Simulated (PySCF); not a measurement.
## XPS shifts beside NMR shieldings

C5H8Si.
Bonds: C1–C2, C2–C3 (double), C3–C4, C4–C5 (double), C5–Si6, C2–Si6. Hydrogens: H7, H8, H9 on C1; H10 on C3; H11 on C4; H12 on C5; H13, H14 on Si6.

Binding energies: PySCF, delta-SCF UKS SCAN, pcX-2 on the ionised atom, pcseg-1 elsewhere, spin-free X2C. Shieldings: GIAO PBE0/pcSseg-1, non-relativistic, same geometry.

| atom | C 1s (eV) |
| --- | --- |
| C1 | 290.75 |
| C2 | 289.65 |
| C3 | 290.17 |
| C4 | 290.43 |
| C5 | 289.35 |

Problem. What are the absolute isotropic shieldings of these atoms?

Solution. 
```json
{"atom": "C5", "environment": "alkene CH carbon", "C 1s (eV)": "289.35", "isotropic shielding (ppm)": "53.8"}
{"atom": "C2", "environment": "fully substituted alkene carbon", "C 1s (eV)": "289.65", "isotropic shielding (ppm)": "34.6"}
{"atom": "C3", "environment": "alkene CH carbon", "C 1s (eV)": "290.17", "isotropic shielding (ppm)": "33.3"}
{"atom": "C4", "environment": "alkene CH carbon", "C 1s (eV)": "290.43", "isotropic shielding (ppm)": "25.5"}
{"atom": "C1", "environment": "allylic carbon", "C 1s (eV)": "290.75", "isotropic shielding (ppm)": "163.1"}
```

Problem. Among the listed atoms, is the one with the highest binding energy also the least shielded?

Solution. No. The highest binding energy is at C1 (290.75 eV, shielding 163.1 ppm), the lowest shielding at C4 (25.5 ppm, 290.43 eV).

By binding energy: C5 < C2 < C3 < C4 < C1. By shielding: C4 < C3 < C2 < C5 < C1.

Spin contamination (⟨S²⟩ against 0.75 for a pure doublet) is marked for C 1s of C2 (0.89), C 1s of C3 (0.87) and C 1s of C4 (0.94), which makes these values less certain. Isolated species at its PBE0-D3(BJ)/def2-SVP geometry, gas phase.
